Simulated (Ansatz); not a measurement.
Input file for Ansatz (a first-principles code): R-PBE/def2-TZVPP on MgP-, 2S+1 = 1, a spin state set in the input, which need not be the lowest, a point of a bond scan (R = 2.265 Å). Charge -1.

Ansatz 0.2 input:
```yaml
crystal:
  periodic: [false, false, false]
  atoms:
    - {symbol: Mg, position_ang: [0.00000000, 0.00000000, 0.00000000]}
    - {symbol: P, position_ang: [0.00000000, 0.00000000, 2.26497000]}
basis:
  gaussian:
    orbitals: def2-TZVPP
    pivot_positions_ang: [[0.00000000, 0.00000000, 0.00000000], [0.00000000, 0.00000000, 2.26497000]]
hamiltonian:
  xc: {name: PBE}
total_charge: -1
output: {forces: true, orbitals: {seedname: ./end}}
```

The log:

```
WARN ansatz: RAYON_NUM_THREADS=2 ignored (pool sized by the plan → 2); use --threads N
Functional definition: PBE
integrals: 0.02 GiB planned
575 factors; their error is unknown
mean field: 0.14 GiB planned
mean field evaluation 1: about -14724.3259 eV, gradient 9.6e0 eV
mean field evaluation 2: about -14720.0917 eV, gradient 2.1e1 eV
mean field evaluation 4: about -14724.0811 eV, gradient 9.3e0 eV
mean field evaluation 8: about -14724.5077 eV, gradient 4.9e-6 eV
mean field evaluation 16: about -14722.5862 eV, gradient 2.0e-1 eV
mean field evaluation 32: about -14724.4526 eV, gradient 5.4e-1 eV
mean field -14724.50770391 eV, -541.1156774889 hartree, gradient 2.3e-5 eV, S^2 0.000000; 5 other end points of the search recorded, 0 dependent functions left out
the calculation of the forces begins
reference -14724.50772850 eV, -541.1156783924 hartree; 14, 14 occupied and 60, 60 virtual orbitals, 575 factors
Total energy: -14724.50772850 eV, -541.1156783924 hartree
Atom 0 at     0.000000     0.000000     0.000000 Å, force    -0.000000    -0.000000    -0.031894 eV/Å
Atom 1 at     0.000000     0.000000     2.264970 Å, force     0.000000     0.000000     0.031894 eV/Å
Dipole moment:     0.000000    -0.000000    -0.577861 e Å
```

Self-consistency was reached.

Cost: roughly 2.8 core-seconds.
